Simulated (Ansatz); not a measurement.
Reaction (redistribution): `C[SiH](F)O[SiH2]O` + `[CH3][Mg][F]` → `O[SiH2]O[SiH](F)F` + `[CH3][Mg][CH3]`

Isolated molecules relaxed with PBE0-D4/def2-TZVP in Ansatz; ΔE leaves out vibrations. CCSD(T)/CBS adds triple-zeta CCSD(T) − MP2 to the extrapolated MP2 energy (def2 sets, frozen cores). Functionals use def2-TZVPP. B3LYP here is the variant with VWN-RPA as its local correlation; programs differ in this. For Mg outer-core shells are correlated without core-valence functions, which leaves a few kJ/mol of doubt a bond. Each species was taken in one conformer, which may not be the lowest.

```
             level  ΔE (kJ/mol)
          B3LYP-D4         56.4
            B2PLYP         51.0
            r2SCAN         53.7
              PBE0         53.0
             B3LYP         50.7
    MP2/def2-TZVPP         50.9
CCSD(T)/def2-TZVPP         46.8
     HF/def2-QZVPP         42.6
```

(1) What does CCSD(T)/CBS give? (An estimate is asked.)

Largest T1 diagnostic among the species: 0.012.

Results:

(1) Ansatz gave: +48.8 kJ/mol. The listed levels differ from it by 7.6, 2.2, 4.9, 4.2, 1.9, 2.1, -2.0, -6.2 kJ/mol.

The D4 term adds +5.8 kJ/mol with B3LYP and +3.3 kJ/mol with PBE0; it sums over pairs of atoms, weighted by their polarisabilities, and B3LYP, whose exchange is more repulsive, gets the larger term. In def2-TZVPP, CCSD(T) changes the Hartree–Fock value by +5.4 kJ/mol (the triples alone add +0.3 kJ/mol) and MP2 by +9.5 kJ/mol.
